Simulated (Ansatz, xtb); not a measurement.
# Two isomers of C3H5GeNO

Structure a is `[GeH3][c]1ncco1`, a singlet and structure b is `[GeH3][c]1cocn1`, a singlet. Both are isolated molecules in the gas phase, relaxed with PBE-D3(BJ)/def2-SVP.

Quicker runs give these differences E(b) − E(a): GFN2-xTB +10.90 kJ/mol; HF/STO-3G +9.87 kJ/mol (at GFN2-xTB geometries); r2SCAN-D4/def2-SVP +1.47 kJ/mol (at GFN2-xTB geometries).

**Question.** Estimate E(b) − E(a) at the level CCSD(T)/def2-SVP + ΔMP2/def2-TZVPP.

**Answer.** Too close to call at this level: CCSD(T)/def2-SVP + ΔMP2/def2-TZVPP gives E(b) − E(a) = −2.57 kJ/mol.

How the difference moves with the method:

```tsv
level	geometry	E(b) − E(a) (kJ/mol)	departure from the last row (kJ/mol)	job, with rough time for the two
GFN2-xTB	GFN2-xTB	+10.90	+13.46	optimisation, 0.16 s
HF/STO-3G	GFN2-xTB	+9.87	+12.44	single point, 0.56 s
r2SCAN-D4/def2-SVP	GFN2-xTB	+1.47	+4.04	single point, 3.2 s
PBE-D3(BJ)/def2-SVP	PBE-D3(BJ)/def2-SVP	−1.13	+1.43	optimisation, 55 s
HF/def2-SVP	PBE-D3(BJ)/def2-SVP	−4.90	−2.34	part of the CCSD(T) run
MP2/def2-SVP	PBE-D3(BJ)/def2-SVP	−3.92	−1.35	part of the CCSD(T) run
CCSD(T)/def2-SVP	PBE-D3(BJ)/def2-SVP	−3.87	−1.30	single point
CCSD(T)/def2-SVP + ΔMP2/def2-TZVPP	PBE-D3(BJ)/def2-SVP	−2.57		single point, 52 s
```

As drawn, both hold the same kinds of bond in the same numbers.

The largest departure from CCSD(T)/def2-SVP + ΔMP2/def2-TZVPP is that of GFN2-xTB, 13.46 kJ/mol. The last row adds to CCSD(T) the change of the MP2 difference between the two basis sets, here +1.30 kJ/mol.

With thermal terms from frequencies at re-optimised GFN2-xTB minima (ideal gas, soft modes damped towards free rotors, one conformer each, 298.15 K, 1 atm): the zero-point term adds −0.07 kJ/mol; ΔH is −2.70 and ΔG −2.55 kJ/mol.

The correlated steps freeze 14 core orbitals; the filled d shell of Ge is correlated, in a basis made for valence electrons. Run with Ansatz 0.2.0, xtb 6.7.1; the last row on 2 threads of Intel(R) Xeon(R) 6975P-C (Granite Rapids) on a shared host.
